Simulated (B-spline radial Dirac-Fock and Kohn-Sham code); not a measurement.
Z = 38 (strontium), transition energy 64.9 keV. Level of theory: a Dirac-Hartree-Slater potential of the neutral atom with a Latter tail (no hole, which puts coefficients of high multipoles low close above an edge), finite nucleus with surface currents; a B-spline atomic structure program. Subshells that would emit electrons below 1 keV are left out.

Question: A pure transition shows α(K) = 7.09, L1/L2 = 9.76 and L1/L3 = 6.93. What is its multipolarity?
A. M2
B. M1
C. E1
D. M4
E. M3
F. E4
G. E2
H. E3

Answer: A. For comparison, α(K), L1/L2, L1/L3 are E1 0.319, 11.6, 7.09; E2 3.90, 1.57, 1.08; E3 38.4, 0.302, 0.221; E4 365, 0.0811, 0.0611; M1 0.484, 17.0, 49.1; M3 84.2, 6.27, 1.74; M4 975, 4.50, 0.786.

Values without a named source are computed, but for edge energies of neutral atoms, which are taken from tables.
